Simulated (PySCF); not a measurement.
## Ho: excitation energy

Ho [Xe] 4f11 6s2 (high-spin determinant) → Ho [Xe] 4f11 5d1 6s1 (high-spin determinant), as a difference of total energies. Calculation: PySCF 2.14, in x2c-TZVPPall with one added diffuse shell each of s, p, d, f type (12s8p8d5f2g, 129 functions); scalar relativity by spin-free X2C-1e. Correlated levels: valence: [Kr] 4d10 frozen; valence and next inner shell: [Ar] 3d10 frozen. The calculations carry no spin-orbit coupling.

```csv
method,excitation energy (cm⁻¹)
UHF,16335
LDA,17462
PBE,16287
PBE0,16474
r2SCAN,13927
MP2 (valence),19419
SCS-MP2 (valence),21210
MP2 (valence and next inner shell),19593
SCS-MP2 (valence and next inner shell),21308
```

A first-order spin-orbit estimate (lowest level to lowest level, LS coupling) adds 0.060 eV.

The determinant of the upper state and of the lower state mixes LS terms, which raises its energy above the lowest term, most at the Hartree-Fock and MP2 levels.
